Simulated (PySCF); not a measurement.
A structure optimised at PBE-D3(BJ)/def2-SVP, used in a PySCF frequency run:

```
N
C 1 1.4457
H 2 1.1108 1 110.92
H 2 1.1170 3 106.95 1 -120.54
H 2 1.1225 3 107.47 4 -113.83
C 1 1.4487 2 114.24 3 -178.40
H 6 1.1094 1 110.04 2 179.11
H 6 1.1168 7 107.44 1 120.15
H 6 1.1223 7 108.20 8 114.66
Sn 1 2.0609 2 119.66 3 34.22
H 10 1.7373 1 104.13 2 -43.35
H 10 1.7427 11 112.70 3 -107.50
N 10 2.0672 11 118.37 3 130.71
H 13 1.0287 10 111.79 11 -34.94
H 13 1.0287 14 106.80 10 -122.49
```
Charge 0, spin multiplicity 1.

Task: Write its SMILES and formula.

Result: C[N](C)[SnH2][NH2], C₂H₁₀N₂Sn

Task: What are its rotational constants (standard atomic weights)?

Result: 4.3918, 1.8583, 1.4248 GHz
